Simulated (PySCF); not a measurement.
Job file and geometry (Å, from GFN2-xTB) of a spin–spin coupling run on SMILES C[C@@H]1C[CH2][GeH2]1, C₄H₁₀Ge, B3LYP/pcJ-1 Ge:pcSseg-1 indirect spin-spin coupling, non-relativistic, gas phase (PySCF 2.14.0, density-fitted response routines); density fitting, a coarse starting grid and PySCF grid level 2 are the driver's defaults:

```
$ OMP_NUM_THREADS=1 python probes_run.py task.json out

{"job": {"kind": "j", "xc": "B3LYP", "basis": "pcJ-1"}, "charge": 0, "multiplicity": 1}
C      1.799585     0.128825    -0.517840
C      0.531751     0.583968     0.183453
C     -0.112325    -0.505142     1.076839
C     -1.506497    -0.713568     0.442441
Ge    -1.129574     0.668377    -0.937202
H      2.579779    -0.106434     0.206145
H      1.605077    -0.761744    -1.114688
H      2.169847     0.909535    -1.180975
H      0.743801     1.488619     0.756669
H      0.476268    -1.422495     1.063293
H     -0.186587    -0.178391     2.113802
H     -2.319984    -0.489749     1.129577
H     -1.654819    -1.727653     0.076911
H     -1.020114     0.213739    -2.376164
H     -1.980621     1.920103    -0.944174
```

Problem. Write the output of this run.

Solution. 
```
coarse grid: 52856 points
cycle   1  E = -2235.1549043342  dE = -3.480e-01  |g| = 1.019e+00  |ddm| = 3.125e+00
cycle   2  E = -2235.0292071487  dE =  1.257e-01  |g| = 1.225e+00  |ddm| = 1.381e+00
cycle   3  E = -2235.2572096549  dE = -2.280e-01  |g| = 1.682e-01  |ddm| = 1.026e+00
cycle   4  E = -2235.2641462545  dE = -6.937e-03  |g| = 6.545e-02  |ddm| = 2.068e-01
cycle   5  E = -2235.2650233040  dE = -8.770e-04  |g| = 8.345e-03  |ddm| = 5.657e-02
cycle   6  E = -2235.2650398706  dE = -1.657e-05  |g| = 2.115e-03  |ddm| = 1.202e-02
cycle   7  E = -2235.2650409465  dE = -1.076e-06  |g| = 7.549e-04  |ddm| = 2.642e-03
final grid: 111592 points
cycle   8  E = -2235.2650861650  dE =  6.376e-08  |g| = 1.091e-03  |ddm| = 2.946e-03
cycle   9  E = -2235.2650858052  dE =  3.598e-07  |g| = 1.630e-03  |ddm| = 2.407e-03
cycle  10  E = -2235.2650864577  dE = -6.525e-07  |g| = 4.610e-05  |ddm| = 1.443e-03
cycle  11  E = -2235.2650864582  dE = -5.466e-10  |g| = 1.508e-05  |ddm| = 6.145e-05
converged SCF energy = -2235.2650864582

Indirect spin-spin couplings (Hz)
  i      j    bonds     total        FC       PSO       DSO        SD
  0 C    1 C    1     33.205    33.459    -0.521     0.267         -
  0 C    2 C    2     -0.953    -0.810    -0.181     0.037         -
  0 C    3 C    3      2.711     2.724     0.028    -0.041         -
  0 C    5 H    1    133.131   131.274     1.135     0.721         -
  0 C    6 H    1    132.491   130.559     1.129     0.803         -
  0 C    7 H    1    130.744   128.833     1.172     0.739         -
  0 C    8 H    2     -3.719    -3.816     0.134    -0.037         -
  0 C    9 H    3      9.765     9.626    -0.114     0.252         -
  0 C   10 H    3      3.920     3.907     0.268    -0.256         -
  0 C   11 H    4     -0.629    -0.561     0.333    -0.400         -
  0 C   12 H    4      0.175     0.207     0.115    -0.147         -
  0 C   13 H    3      2.594     2.590     0.004     0.000         -
  0 C   14 H    3      3.087     3.521     0.209    -0.643         -
  1 C    2 C    1     31.166    30.309     0.542     0.316         -
  1 C    3 C    2     -0.256     0.019    -0.352     0.077         -
  1 C    5 H    2     -4.138    -4.381     0.208     0.035         -
  1 C    6 H    2     -3.846    -4.024     0.063     0.115         -
  1 C    7 H    2     -3.654    -3.851     0.116     0.081         -
  1 C    8 H    1    140.157   138.039     0.788     1.329         -
  1 C    9 H    2     -2.674    -3.100     0.315     0.112         -
  1 C   10 H    2     -2.331    -2.623     0.193     0.100         -
  1 C   11 H    3      3.977     4.096     0.138    -0.257         -
  1 C   12 H    3      3.996     4.124     0.126    -0.254         -
  1 C   13 H    2      2.670     3.117     0.272    -0.719         -
  1 C   14 H    2      3.354     3.888     0.250    -0.784         -
  2 C    3 C    1     31.110    30.090     0.732     0.288         -
  2 C    5 H    3      4.289     4.221    -0.028     0.096         -
  2 C    6 H    3      2.829     2.758    -0.084     0.155         -
  2 C    7 H    3     13.904    13.891     0.372    -0.359         -
  2 C    8 H    2     -2.752    -2.998     0.186     0.060         -
  2 C    9 H    1    136.320   134.530     0.746     1.044         -
  2 C   10 H    1    135.603   133.785     0.811     1.008         -
  2 C   11 H    2     -3.295    -3.607     0.318    -0.006         -
  2 C   12 H    2     -3.130    -3.434     0.305    -0.001         -
  2 C   13 H    3      0.549     1.112     0.157    -0.719         -
  2 C   14 H    3      1.258     1.829     0.170    -0.741         -
  3 C    5 H    4     -0.326    -0.346     0.259    -0.240         -
  3 C    6 H    4     -0.273    -0.285    -0.019     0.031         -
  3 C    7 H    4     -0.364    -0.267     0.285    -0.382         -
  3 C    8 H    3      3.762     3.848     0.178    -0.265         -
  3 C    9 H    2     -2.885    -3.226     0.300     0.042         -
  3 C   10 H    2     -2.664    -3.003     0.314     0.025         -
  3 C   11 H    1    140.102   137.903     1.087     1.112         -
  3 C   12 H    1    139.451   137.246     1.089     1.116         -
  3 C   13 H    2      2.367     2.874     0.271    -0.778         -
  3 C   14 H    2      2.719     3.241     0.271    -0.793         -
  5 H    6 H    2    -12.247   -12.648     2.665    -2.263         -
  5 H    7 H    2    -13.209   -13.557     2.774    -2.426         -
  5 H    8 H    3      5.815     5.566     0.374    -0.125         -
  5 H    9 H    4     -0.174    -0.386    -0.954     1.166         -
  5 H   10 H    4     -0.345    -0.427     0.354    -0.272         -
  5 H   11 H    5     -0.218    -0.101     1.188    -1.305         -
  5 H   12 H    5      0.302     0.338     0.796    -0.832         -
  5 H   13 H    4     -0.717    -0.438     1.071    -1.350         -
  5 H   14 H    4      2.443     3.441     1.136    -2.134         -
  6 H    7 H    2    -13.053   -13.538     2.659    -2.174         -
  6 H    8 H    3     16.561    16.354     2.694    -2.487         -
  6 H   10 H    4     -0.248    -0.298     1.466    -1.416         -
  6 H   11 H    5     -0.173     0.081     1.136    -1.391         -
  6 H   12 H    5      0.173     0.052    -0.378     0.499         -
  6 H   13 H    4      0.506    -0.059    -0.788     1.354         -
  6 H   14 H    4     -1.605     0.384     0.965    -2.953         -
  7 H    8 H    3      4.158     3.820     0.304     0.033         -
  7 H    9 H    4      0.492     0.394     1.513    -1.415         -
  7 H   10 H    4      0.437     0.430     1.552    -1.545         -
  7 H   11 H    5     -0.374     0.036     1.287    -1.697         -
  7 H   12 H    5     -0.327    -0.063     1.025    -1.289         -
  7 H   13 H    4      0.173     0.011    -0.165     0.327         -
  7 H   14 H    4     -0.818     0.221     0.437    -1.477         -
  8 H    9 H    3      5.686     5.447     1.973    -1.735         -
  8 H   10 H    3     12.404    11.958    -0.518     0.963         -
  8 H   11 H    4      0.969     1.058     0.833    -0.922         -
  8 H   12 H    4     -1.904    -1.587     1.852    -2.168         -
  8 H   13 H    3      1.732     3.751     1.392    -3.412         -
  8 H   14 H    3      0.969     1.494     0.101    -0.626         -
  9 H   10 H    2    -13.782   -14.290     2.331    -1.823         -
  9 H   11 H    3      6.399     6.180     1.973    -1.754         -
  9 H   12 H    3     13.992    13.575    -0.383     0.801         -
  9 H   13 H    4      1.355     2.166     0.672    -1.483         -
  9 H   14 H    4     -0.794     0.848     1.458    -3.100         -
 10 H   11 H    3     14.030    13.620    -0.315     0.725         -
 10 H   12 H    3      6.726     6.510     2.014    -1.798         -
 10 H   13 H    4     -0.824     0.795     1.473    -3.092         -
 10 H   14 H    4      1.243     2.101     0.672    -1.530         -
 11 H   12 H    2    -15.375   -16.361     2.653    -1.667         -
 11 H   13 H    3      3.026     5.041     1.390    -3.405         -
 11 H   14 H    3      2.784     3.232     0.140    -0.588         -
 12 H   13 H    3      3.044     3.472     0.110    -0.537         -
 12 H   14 H    3      2.782     4.776     1.374    -3.368         -
 13 H   14 H    2     16.558    19.571     1.006    -4.019         -
```

Size and cost of the density-fitted run: 249 basis functions, 46 s wall time on 1 thread of an Arm Neoverse V1, shared host; peak memory 1 GiB.
